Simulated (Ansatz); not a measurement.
Ansatz (an electronic-structure program) input (CCSD(T)/6-31G*):

Ansatz 0.2 input:
```yaml
crystal:
  periodic: [false, false, false]
  atoms:
    - {symbol: F, position_ang: [-1.55803598, -1.01360056, -0.02059180]}
    - {symbol: C, position_ang: [-0.85470957, 0.02550051, -0.01885510]}
    - {symbol: F, position_ang: [-1.49425997, 1.10466670, -0.04674259]}
    - {symbol: Br, position_ang: [0.93139774, -0.02778852, 0.02054686]}
basis:
  gaussian:
    orbitals: 6-31G*
total_charge: 1
magnetization: {spin_polarized: false}
correlation: {method: ccsd_t, electrons: outside_noble_gas}
```

End of the output:

```
integrals: 0.06 GiB planned
727 factors; integrals over basis functions are off by at most 7.6e-4 eV
mean field: 0.29 GiB planned
mean field evaluation 1: about -76418.8407 eV, gradient 4.7e1 eV
mean field evaluation 2: about -76418.8699 eV, gradient 4.7e1 eV
mean field evaluation 4: about -76422.5880 eV, gradient 2.5e0 eV
mean field evaluation 8: about -76422.6232 eV, gradient 3.4e-1 eV
mean field evaluation 16: about -76422.5451 eV, gradient 2.5e0 eV
mean field -76422.62390270 eV, -2808.4796273093 hartree, gradient 9.2e-6 eV, S^2 0.000000; 0 other end points of the search recorded, 0 dependent functions left out
17 core orbitals not correlated
reference -76422.62390270 eV, -2808.4796273093 hartree; 12, 12 occupied and 51, 51 virtual orbitals, 727 factors
second order -15.64001696 eV of doubles, -0.00000000 eV of singles
coupled cluster: 0.15 GiB planned
cycle   1  -15.39910798 eV  change    2.4e-1 eV  update   1.2e-1
cycle   2  -15.87151812 eV  change   -4.7e-1 eV  update   3.7e-2
cycle   3  -15.98262441 eV  change   -1.1e-1 eV  update   2.1e-2
cycle   4  -15.97201238 eV  change    1.1e-2 eV  update   5.5e-3
cycle   5  -15.96820969 eV  change    3.8e-3 eV  update   2.0e-3
cycle   6  -15.96848242 eV  change   -2.7e-4 eV  update   9.8e-4
cycle   7  -15.96822886 eV  change    2.5e-4 eV  update   4.1e-4
cycle   8  -15.96827842 eV  change   -5.0e-5 eV  update   1.9e-4
cycle   9  -15.96840865 eV  change   -1.3e-4 eV  update   4.0e-5
cycle  10  -15.96840762 eV  change    1.0e-6 eV  update   1.1e-5
perturbative correction -0.50968049 eV, -0.0187304126 hartree
Total energy: -76439.10199081 eV, -2809.0851858782 hartree
```
